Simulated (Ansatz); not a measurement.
Ga₁₄P₁₃H₃₄⁻, a nanocrystal cut from zinc blende GaP (hydrogen-capped): single points at one geometry.

```yaml
crystal:
  periodic: [false, false, false]
  atoms:
    - {symbol: P, position_ang: [-3.606469, -1.163856, 2.250861]}
    - {symbol: P, position_ang: [-3.735858, 1.888192, -0.664357]}
    - {symbol: P, position_ang: [-1.114381, -3.859662, 1.660618]}
    - {symbol: P, position_ang: [1.400768, -3.652517, -0.846756]}
    - {symbol: P, position_ang: [-1.280679, 1.645597, -3.536078]}
    - {symbol: P, position_ang: [1.345564, -0.844209, -3.552442]}
    - {symbol: P, position_ang: [-1.313280, -1.007150, -0.840708]}
    - {symbol: P, position_ang: [-1.214439, 1.722189, 1.905785]}
    - {symbol: P, position_ang: [1.388530, -1.046875, 1.923187]}
    - {symbol: P, position_ang: [1.456045, 1.743156, -0.847812]}
    - {symbol: P, position_ang: [-1.104557, 4.401749, -0.922176]}
    - {symbol: P, position_ang: [3.983508, -1.045612, -0.884165]}
    - {symbol: P, position_ang: [3.717043, 1.911047, 2.073363]}
    - {symbol: Ga, position_ang: [-2.622164, -2.507117, 0.457131]}
    - {symbol: Ga, position_ang: [-2.711781, 0.290036, -2.210985]}
    - {symbol: Ga, position_ang: [-2.954915, 0.899584, 3.368645]}
    - {symbol: Ga, position_ang: [-2.457560, 3.354421, 0.762258]}
    - {symbol: Ga, position_ang: [0.005198, -2.373952, -2.294306]}
    - {symbol: Ga, position_ang: [0.129295, -5.383889, 0.265512]}
    - {symbol: Ga, position_ang: [-0.015070, -2.455992, 3.289222]}
    - {symbol: Ga, position_ang: [2.785796, -2.467807, 0.683717]}
    - {symbol: Ga, position_ang: [0.001131, 0.361866, -5.156487]}
    - {symbol: Ga, position_ang: [0.255592, 3.046638, -2.397076]}
    - {symbol: Ga, position_ang: [2.847443, 0.525394, -2.319094]}
    - {symbol: Ga, position_ang: [0.119596, 0.309740, 0.494066]}
    - {symbol: Ga, position_ang: [2.573601, 0.291833, 3.505127]}
    - {symbol: Ga, position_ang: [2.617641, 3.362959, 0.481944]}
    - {symbol: H, position_ang: [-3.896135, -2.103726, 3.289620]}
    - {symbol: H, position_ang: [-4.963757, -0.942556, 1.838449]}
    - {symbol: H, position_ang: [-4.712211, 2.669172, -1.363511]}
    - {symbol: H, position_ang: [-4.637696, 1.198908, 0.207998]}
    - {symbol: H, position_ang: [-2.014606, -4.679175, 2.421700]}
    - {symbol: H, position_ang: [2.307160, -4.319842, -1.737106]}
    - {symbol: H, position_ang: [-2.126267, 2.518058, -4.299134]}
    - {symbol: H, position_ang: [2.183735, -1.686652, -4.356756]}
    - {symbol: H, position_ang: [-0.288709, 2.456494, 2.712053]}
    - {symbol: H, position_ang: [-1.935840, 5.308409, -1.657570]}
    - {symbol: H, position_ang: [-0.284537, 5.364877, -0.257073]}
    - {symbol: H, position_ang: [4.781535, -1.888213, -1.724701]}
    - {symbol: H, position_ang: [5.062193, -0.357060, -0.239746]}
    - {symbol: H, position_ang: [4.794315, 1.270314, 1.381623]}
    - {symbol: H, position_ang: [4.529279, 2.746463, 2.909076]}
    - {symbol: H, position_ang: [-3.823328, -3.159432, -0.341438]}
    - {symbol: H, position_ang: [-3.884758, -0.414506, -2.999263]}
    - {symbol: H, position_ang: [-4.193722, 1.871993, 3.103615]}
    - {symbol: H, position_ang: [-2.433241, 0.585946, 4.818435]}
    - {symbol: H, position_ang: [-3.332136, 4.401052, 1.553766]}
    - {symbol: H, position_ang: [-0.876798, -3.277628, -3.247255]}
    - {symbol: H, position_ang: [-0.841757, -6.059163, -0.793267]}
    - {symbol: H, position_ang: [1.103268, -6.250501, 1.169849]}
    - {symbol: H, position_ang: [0.921608, -3.336312, 4.217169]}
    - {symbol: H, position_ang: [-1.155615, -1.546621, 3.922511]}
    - {symbol: H, position_ang: [3.828829, -3.356310, 1.469577]}
    - {symbol: H, position_ang: [-0.970299, -0.657669, -5.883767]}
    - {symbol: H, position_ang: [0.894822, 1.396144, -5.961509]}
    - {symbol: H, position_ang: [1.091828, 3.990807, -3.348160]}
    - {symbol: H, position_ang: [3.874317, 1.367220, -3.175980]}
    - {symbol: H, position_ang: [1.552701, 1.199143, 4.314819]}
    - {symbol: H, position_ang: [3.710401, -0.541210, 4.230413]}
    - {symbol: H, position_ang: [1.542304, 4.174859, 1.331403]}
    - {symbol: H, position_ang: [3.702417, 4.131552, -0.382438]}
basis:
  gaussian: {orbitals: def2-SVP, fitting: {mean_field: def2-universal-jkfit}, initial_orbitals: start.molden}
total_charge: -1
hamiltonian: {xc: {name: BLYP}, dispersion: d4}
scf: {omitted_lower_state_checks: [starts]}
output: {forces: true, orbitals: {seedname: orbitals}}
```

The file start.molden holds the orbitals of an earlier run on this structure, at another level or in another basis.

```sh
$ ansatz run in.yaml --threads 11 --pin off --events-out ev --progress --plain --max-ram 174080MiB --backend cuda --devices 0, --max-vram 75GiB
```

Shortened log:

```
Functional definition: BLYP
6000 factors; integrals over basis functions are off by at most 3.5e-1 eV
mean field evaluation 1: about -854506.4820 eV, gradient 2.7e1 eV
mean field evaluation 2: about -854508.0064 eV, gradient 1.4e0 eV
mean field evaluation 4: about -854507.9979 eV, gradient 1.1e-1 eV
mean field evaluation 8: about -854507.9980 eV, gradient 1.8e-5 eV
mean field -854507.99797051 eV, -31402.5897190924 hartree, gradient 1.8e-5 eV, S^2 0.000000; 0 other end points of the search recorded, 0 dependent functions left out
reference -854507.99892655 eV, -31402.5897542261 hartree; 332, 332 occupied and 520, 520 virtual orbitals, 6000 factors
Total energy: -854519.91929860 eV, -31403.0278198189 hartree
Atom 0 at    -3.606469    -1.163856     2.250861 Å, force    -0.145197    -0.055571     0.033876 eV/Å
Atom 1 at    -3.735858     1.888192    -0.664357 Å, force    -0.204634    -0.020509     0.024862 eV/Å
Atom 2 at    -1.114381    -3.859662     1.660618 Å, force    -0.085866    -0.094287     0.082630 eV/Å
Atom 3 at     1.400768    -3.652517    -0.846756 Å, force     0.093276    -0.062944    -0.097243 eV/Å
Atom 4 at    -1.280679     1.645597    -3.536078 Å, force    -0.097188     0.091570    -0.071621 eV/Å
Atom 5 at     1.345564    -0.844209    -3.552442 Å, force     0.088548    -0.099045    -0.075259 eV/Å
Atom 6 at    -1.313280    -1.007150    -0.840708 Å, force     0.013356     0.013069     0.009018 eV/Å
Atom 7 at    -1.214439     1.722189     1.905785 Å, force     0.152434     0.051160     0.096458 eV/Å
Atom 8 at     1.388530    -1.046875     1.923187 Å, force    -0.024219     0.002217    -0.016520 eV/Å
Atom 9 at     1.456045     1.743156    -0.847812 Å, force    -0.015126    -0.028133     0.002627 eV/Å
Atom 10 at    -1.104557     4.401749    -0.922176 Å, force     0.022917     0.196885     0.001476 eV/Å
Atom 11 at     3.983508    -1.045612    -0.884165 Å, force     0.196628     0.009419     0.005555 eV/Å
Atom 12 at     3.717043     1.911047     2.073363 Å, force     0.187925     0.011385     0.001271 eV/Å
Atom 13 at    -2.622164    -2.507117     0.457131 Å, force    -0.080041    -0.039748    -0.077710 eV/Å
Atom 14 at    -2.711781     0.290036    -2.210985 Å, force    -0.064813    -0.072680    -0.046207 eV/Å
Atom 15 at    -2.954915     0.899584     3.368645 Å, force    -0.033882     0.041218     0.119259 eV/Å
Atom 16 at    -2.457560     3.354421     0.762258 Å, force    -0.027415     0.100342     0.075522 eV/Å
Atom 17 at     0.005198    -2.373952    -2.294306 Å, force    -0.054378    -0.051158    -0.054971 eV/Å
Atom 18 at     0.129295    -5.383889     0.265512 Å, force    -0.000730    -0.130441    -0.006002 eV/Å
Atom 19 at    -0.015070    -2.455992     3.289222 Å, force    -0.033661     0.026810     0.130930 eV/Å
Atom 20 at     2.785796    -2.467807     0.683717 Å, force     0.062119    -0.052372     0.076074 eV/Å
Atom 21 at     0.001131     0.361866    -5.156487 Å, force    -0.002663    -0.007964    -0.135651 eV/Å
Atom 22 at     0.255592     3.046638    -2.397076 Å, force     0.062768     0.054833    -0.070876 eV/Å
Atom 23 at     2.847443     0.525394    -2.319094 Å, force     0.063297     0.076458    -0.043046 eV/Å
Atom 24 at     0.119596     0.309740     0.494066 Å, force     0.003707    -0.003551    -0.021515 eV/Å
Atom 25 at     2.573601     0.291833     3.505127 Å, force    -0.014287    -0.019182     0.116153 eV/Å
Atom 26 at     2.617641     3.362959     0.481944 Å, force    -0.028065     0.121708    -0.005448 eV/Å
Atom 27 at    -3.896135    -2.103726     3.289620 Å, force     0.010505     0.026670    -0.030472 eV/Å
Atom 28 at    -4.963757    -0.942556     1.838449 Å, force     0.030685     0.001639     0.005268 eV/Å
Atom 29 at    -4.712211     2.669172    -1.363511 Å, force     0.019028    -0.010985     0.007539 eV/Å
Atom 30 at    -4.637696     1.198908     0.207998 Å, force     0.032454     0.014548    -0.027517 eV/Å
Atom 31 at    -2.014606    -4.679175     2.421700 Å, force     0.016529     0.016232    -0.011594 eV/Å
Atom 32 at     2.307160    -4.319842    -1.737106 Å, force    -0.013082     0.020915     0.015609 eV/Å
Atom 33 at    -2.126267     2.518058    -4.299134 Å, force     0.010885    -0.013318     0.019996 eV/Å
Atom 34 at     2.183735    -1.686652    -4.356756 Å, force    -0.013929     0.015316     0.021766 eV/Å
Atom 35 at    -0.288709     2.456494     2.712053 Å, force    -0.036764    -0.032477    -0.038965 eV/Å
Atom 36 at    -1.935840     5.308409    -1.657570 Å, force     0.007054    -0.016098     0.010639 eV/Å
Atom 37 at    -0.284537     5.364877    -0.257073 Å, force    -0.022630    -0.029984    -0.019216 eV/Å
Atom 38 at     4.781535    -1.888213    -1.724701 Å, force    -0.018899     0.009559     0.012376 eV/Å
Atom 39 at     5.062193    -0.357060    -0.239746 Å, force    -0.029954    -0.011949    -0.008044 eV/Å
Atom 40 at     4.794315     1.270314     1.381623 Å, force    -0.032229     0.002157     0.012911 eV/Å
Atom 41 at     4.529279     2.746463     2.909076 Å, force    -0.009693    -0.007869    -0.008949 eV/Å
Atom 42 at    -3.823328    -3.159432    -0.341438 Å, force    -0.013502    -0.008985    -0.013813 eV/Å
Atom 43 at    -3.884758    -0.414506    -2.999263 Å, force    -0.015128    -0.011194    -0.012309 eV/Å
Atom 44 at    -4.193722     1.871993     3.103615 Å, force    -0.004881     0.000926     0.007249 eV/Å
Atom 45 at    -2.433241     0.585946     4.818435 Å, force    -0.004807     0.005227     0.025709 eV/Å
Atom 46 at    -3.332136     4.401052     1.553766 Å, force    -0.011255     0.015693     0.009192 eV/Å
Atom 47 at    -0.876798    -3.277628    -3.247255 Å, force    -0.011937    -0.007731    -0.009531 eV/Å
Atom 48 at    -0.841757    -6.059163    -0.793267 Å, force    -0.010911    -0.022713    -0.010378 eV/Å
Atom 49 at     1.103268    -6.250501     1.169849 Å, force     0.012612    -0.023104     0.008211 eV/Å
Atom 50 at     0.921608    -3.336312     4.217169 Å, force     0.011146    -0.011813     0.022068 eV/Å
Atom 51 at    -1.155615    -1.546621     3.922511 Å, force     0.020190    -0.016311    -0.002286 eV/Å
Atom 52 at     3.828829    -3.356310     1.469577 Å, force     0.014530    -0.013063     0.011288 eV/Å
Atom 53 at    -0.970299    -0.657669    -5.883767 Å, force    -0.011877    -0.010297    -0.021321 eV/Å
Atom 54 at     0.894822     1.396144    -5.961509 Å, force     0.010558     0.010373    -0.021679 eV/Å
Atom 55 at     1.091828     3.990807    -3.348160 Å, force     0.009315     0.009189    -0.010901 eV/Å
Atom 56 at     3.874317     1.367220    -3.175980 Å, force     0.012854     0.012852    -0.012961 eV/Å
Atom 57 at     1.552701     1.199143     4.314819 Å, force    -0.003737     0.006532     0.007905 eV/Å
Atom 58 at     3.710401    -0.541210     4.230413 Å, force     0.012233    -0.010360     0.021427 eV/Å
Atom 59 at     1.542304     4.174859     1.331403 Å, force    -0.009779     0.011888    -0.001861 eV/Å
Atom 60 at     3.702417     4.131552    -0.382438 Å, force     0.009610     0.019043    -0.010998 eV/Å
Dipole moment:    -0.431747     1.120584    -0.464460 e Å
Checks for a lower state left out: starts
```

Run time 7.5 s (11 threads of AMD EPYC 7R13 on a shared host and a whole NVIDIA H100 80GB HBM3), peak host memory 1.6 GiB.

As the first input, with `hamiltonian: {xc: pbe0, dispersion: d4}`, `output: {orbitals: {seedname: orbitals}}` (abridged; 9.5 s):

```
Functional definition: PBE0
mean field -854349.70899295 eV, -31396.7727064592 hartree, gradient 7.8e-6 eV, S^2 0.000000
Total energy: -854355.28595216 eV, -31396.9776559299 hartree
Checks for a lower state left out: starts
```

The first input with `hamiltonian: {xc: r2scan, dispersion: d4}`, `output: {orbitals: {seedname: orbitals}}` (abridged; 6.5 s):

```
Functional definition: r2SCAN
mean field -854481.52713775 eV, -31401.6169339308 hartree, gradient 1.6e-5 eV, S^2 0.000000
Total energy: -854483.30046857 eV, -31401.6821026367 hartree
Checks for a lower state left out: starts
```

Geometry: PBE-D4/def2-SVP.

Single mean-field runs in def2-SVP are fitted with def2-universal-jkfit.
